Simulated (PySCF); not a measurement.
HI₂Si, charge +1, multiplicity 1. Atoms are numbered in the order given.

```xyz
4

I      0.0000    -2.0677     0.1504
Si     0.0000     0.0000    -0.9645
I      0.0000     2.0677     0.1504
H      0.0000     0.0000    -2.4438
```
Charge +1, spin multiplicity 1.

Geometry optimised at B3LYP-D3(BJ)/def2-SVP. The multiplicity is an assumed one; other spin states were not compared. The isomer is the one that the SMILES or the coordinates give; other isomers of the formula were not compared. The def2 effective core potentials stand for the cores of I; spin–orbit coupling is left out.

Method: PySCF with CAM-B3LYP/def2-TZVPD.

Mulliken values depend strongly on the basis, most of all with diffuse functions as here. ESP charges are fitted to the potential on shells at 1.4 to 2.0 van der Waals radii. Atomic charges (e):

```json
[
 {"atom": "I1", "Mulliken": "0.29", "ESP fit": "[?]"},
 {"atom": "Si2", "Mulliken": "0.35", "ESP fit": "[?]"},
 {"atom": "I3", "Mulliken": "0.29", "ESP fit": "[?]"},
 {"atom": "H4", "Mulliken": "0.08", "ESP fit": "[?]"}
]
```

What belongs in the gaps? (The exact figures need the calculation; the answer reports its results.)


- I1, ESP fit: 0.40
- Si2, ESP fit: -0.02
- I3, ESP fit: 0.40
- H4, ESP fit: 0.23
